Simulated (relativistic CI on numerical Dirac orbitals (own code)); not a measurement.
## Co³⁺ in a cubic cluster: L2,3 absorption with charge transfer

Computed with a charge-transfer multiplet model of a cubic metal-ligand cluster with up to 2 ligand holes, Slater and spin-orbit integrals from Dirac-Coulomb-Breit ions, Slater integrals scaled by 0.9. The ground state mixes d6 with configurations of k ligand holes L, whose averages lie at kΔ + k(k − 1)U_dd/2; a core hole lowers each added d electron by U_cd. 300 K, Lorentzian 0.4 eV and Gaussian 0.3 eV FWHM.

Atomic integrals in eV (Slater integrals scaled, ζ unscaled), ground: F2dd 11.345, F4dd 7.087, zeta_d 0.071; with the core hole: F2dd 12.032, F4dd 7.520, zeta_d 0.093, zeta_core 9.664, F2cd 7.139, G1cd 5.417, G3cd 3.080.

Cluster parameters (eV): U_dd = 6.2, U_cd = 7, 10Dq = 0.2, 10Dq(ligand) = 0.3, V(eg) = 1.6, V(t2g) = -0.74, final-state hopping factor = 0.9.

| Case | n_d | d6 | d7L | d8L2 | S |
| --- | --- | --- | --- | --- | --- |
| Δ = -3.6 eV | 6.93 | 0.19 | 0.68 | 0.12 | 1.97 |
| Δ = -2.6 eV | 6.80 | 0.29 | 0.63 | 0.08 | 1.99 |
| Δ = -1.6 eV | 6.65 | 0.40 | 0.55 | 0.05 | 2.00 |
| Δ = -0.6 eV | 6.50 | 0.53 | 0.44 | 0.03 | 2.00 |
| Δ = 1.4 eV | 6.27 | 0.74 | 0.25 | 0.01 | 2.00 |

Weights, n_d and S are thermal averages at 300 K. Photon energies count from the first peak over 30 % of the highest in each spectrum, which can be another peak from case to case. The parameters are a model scan and need not match a compound or its usual spin state. Peaks in eV (height, largest 100):
- Δ = -3.6 eV: 0.0 (100), 3.2 (18), 15.2 (37)
- Δ = -2.6 eV: 0.0 (100), 3.6 (19), 4.9 (10), 15.3 (37), 18.2 (5)
- Δ = -1.6 eV: 0.0 (100), 2.1 (30), 3.5 (17), 4.9 (10), 15.2 (35), 18.0 (5), 18.5 (6)
- Δ = -0.6 eV: 0.0 (100), 1.3 (43), 3.5 (14), 14.9 (34), 18.4 (6)
- Δ = 1.4 eV: 0.0 (100), 2.1 (33), 4.0 (12), 15.1 (35), 17.4 (7)

For the case Δ = -0.6 eV, Δ = -0.6 eV is smaller than U_dd = 6.2 eV, the charge-transfer side of the Zaanen-Sawatzky-Allen scheme (negative Δ: between configuration averages a ligand hole costs less than the nominal valence; multiplet and field energies can change this for the lowest states). With the core hole the configuration with one ligand hole lies at Δ + U_dd − U_cd = -4.4, -3.4, -2.4, -1.4, 0.6 eV from the one without, in the order of the table; where this is negative the screened configuration lies lower, though the effective hopping of about 2.0 eV (from the holes of the mixed ground state) mixes the two strongly wherever it is as large as the gap.

With at most 2 ligand holes the space is cut while the next configuration still counts, so covalency is underestimated, and a final configuration with one more ligand hole, which can lie low, is missing from the spectra.
